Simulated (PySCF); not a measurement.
## Field gradients at the hydrogen positions

Compound: C3H12FPSi2.
Structure used (GFN2-xTB), in Å, numbered top down from 1:
```xyz
19
C3H12FPSi2 angstrom
C     -2.1859    0.8223    0.2526
C     -2.1992   -0.6997    0.2208
C     -0.9359   -1.2836   -0.4069
Si     0.6778   -0.8563    0.5102
F      1.7101   -2.0399    0.0847
Si     1.6858    1.1488   -0.0995
P      3.8940    1.2769    0.2604
H     -1.3889    1.1866    0.8969
H     -2.0267    1.2247   -0.7453
H     -3.1330    1.2032    0.6282
H     -3.0701   -1.0357   -0.3485
H     -2.3084   -1.0793    1.2386
H     -0.8761   -0.9489   -1.4454
H     -1.0335   -2.3712   -0.4413
H      0.5302   -1.1278    1.9437
H      1.1174    2.2774    0.6548
H      1.5213    1.4774   -1.5244
H      3.8326    0.8216    1.5662
H      4.1788    0.0128   -0.2231
```

Level: PBE0/pcSseg-1 (PySCF, non-relativistic); Q(2H) = 0.00286 b; rigid geometry, the same for H and D, with no vibrational averaging.

Question: Rank these positions by the coupling χzz of a deuteron there, largest first.
A. H14 (methylene hydrogen)
B. H15 (Si–H hydrogen)
C. H11 (methylene hydrogen)
D. H18 (P–H hydrogen)
E. H8 (methyl hydrogen)

Answer: E (212 kHz), A (208 kHz), C (202 kHz), D (143 kHz), B (107 kHz).

What are Vzz, η and χzz (234.96 MHz × Q × Vzz) at all hydrogens?

```
atom  bonded to  bond length (Å)  Vzz (au)     η  χzz (kHz)
  H8         C1            1.088    0.3155  0.03        212
  H9         C1            1.088    0.3143  0.01        211
 H10         C1            1.088    0.3156  0.01        212
 H11         C2            1.093    0.3012  0.02        202
 H12         C2            1.092    0.3033  0.02        204
 H13         C3            1.093    0.3081  0.02        207
 H14         C3            1.092    0.3090  0.02        208
 H15        Si4            1.466    0.1585  0.01        107
 H16        Si6            1.472    0.1586  0.02        107
 H17        Si6            1.472    0.1589  0.02        107
 H18         P7            1.384    0.2135  0.06        143
 H19         P7            1.383    0.2130  0.07        143
```

Average by the element that carries the hydrogen.

on C: 208 kHz over 7 positions, mean bond length 1.090 Å; on Si: 107 kHz over 3 positions, mean bond length 1.470 Å; on P: 143 kHz over 2 positions, mean bond length 1.384 Å.

A static deuteron (I = 1) shows a doublet split by (3/2)χ, (3/4)χ(1 + η) and (3/4)χ(1 − η) with the field along z, y and x of the gradient. What are these for H8?

With |χ| = 212.0 kHz and η = 0.033: 318, 164 and 154 kHz, to first order and without motion.

Isolated species at its GFN2-xTB geometry (one conformer only). GFN2-xTB bond lengths can be off by several hundredths of an ångström, more for odd bonds, and the gradients follow them. These gradients aren't converged with respect to the basis.
